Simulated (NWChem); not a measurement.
System meant: InI$_{2}$, doublet; SMILES [In]([I])[I]

NWChem input:

```
start job
memory heap 200 mb stack 900 mb global 1100 mb
geometry units angstroms noautoz
  In     0.000000     0.000000     0.905597
  I     -2.438807     0.000000    -0.415484
  I      2.438807     0.000000    -0.415484
end
basis spherical
  In library def2-svp
  I library def2-svp
end
dft
  odft
  mult 2
  xc b3lyp
  iterations 150
  mulliken
end
task dft energy
```

End of the output:

```
             Grid Information
             ----------------
          Grid used for XC integration:  medium
          Radial quadrature: Mura-Knowles
          Angular quadrature: Lebedev.
          Tag              B.-S. Rad. Rad. Pts. Rad. Cut. Ang. Pts.
          ---              ---------- --------- --------- ---------
          In                  1.55      123          10.0       590
          I                   1.40      123          12.0       590
          Grid pruning is: on
          Number of quadrature shells:   246
          Spatial weights used:  Erf1

          Convergence Information
          -----------------------
          Convergence aids based upon iterative change in
          total energy or number of iterations.
          Levelshifting, if invoked, occurs when the
          HOMO/LUMO gap drops below (HL_TOL):  1.00D-02
          DIIS, if invoked, will attempt to extrapolate
          using up to (NFOCK): 10 stored Fock matrices.

                    Damping( 0%)  Levelshifting(0.5)       DIIS
                  --------------- ------------------- ---------------
          dE  on:    start            ASAP                start
          dE off:    2 iters        150 iters           150 iters

      Screening Tolerance Information
      -------------------------------
          Density screening/tol_rho:  1.00D-10
          AO Gaussian exp screening on grid/accAOfunc:  14
          CD Gaussian exp screening on grid/accCDfunc:  20
          XC Gaussian exp screening on grid/accXCfunc:  20
          Schwarz screening/accCoul:  1.00D-08

      Superposition of Atomic Density Guess
      -------------------------------------

      charge =      49.0 In (Indium)

      symmetry species            s     p     d     f
      number of basis functions =10     7     6
      number of cont. functions = 4     4     2
      number of closed shells   = 5     3     2
      number of open shells     = 0     1     0
      open shell occupation     = 0     1     0
 ------------------------------------------------------------------------
 atomscf:atomd: error in atom scf                   0
 ------------------------------------------------------------------------
 ------------------------------------------------------------------------
  current input line :
    19: task dft energy
 ------------------------------------------------------------------------
 ------------------------------------------------------------------------
 This error has not yet been assigned to a category
 ------------------------------------------------------------------------
 For more information see the NWChem manual at https://nwchemgit.github.io

0:atomscf:atomd: error in atom scf:Received an Error in Communication
```

Problem. Can this run be used? If not, why, and what is the fix?

Solution. The program stopped with an error. Cause: the def2 basis of a heavy element holds valence functions alone and wants its effective core potential (without it all electrons must fit into that basis). This input runs:
```
start job
memory heap 200 mb stack 900 mb global 1100 mb
geometry units angstroms noautoz
  In     0.000000     0.000000     0.905597
  I     -2.438807     0.000000    -0.415484
  I      2.438807     0.000000    -0.415484
end
basis spherical
  In library def2-svp
  I library def2-svp
end
ecp
  In library def2-ecp
  I library def2-ecp
end
dft
  odft
  mult 2
  xc b3lyp
  iterations 150
  mulliken
end
task dft energy
```
It converges to -785.88798 Ha (B3LYP/def2-SVP with def2 effective core potentials on In, I, spin-unrestricted).
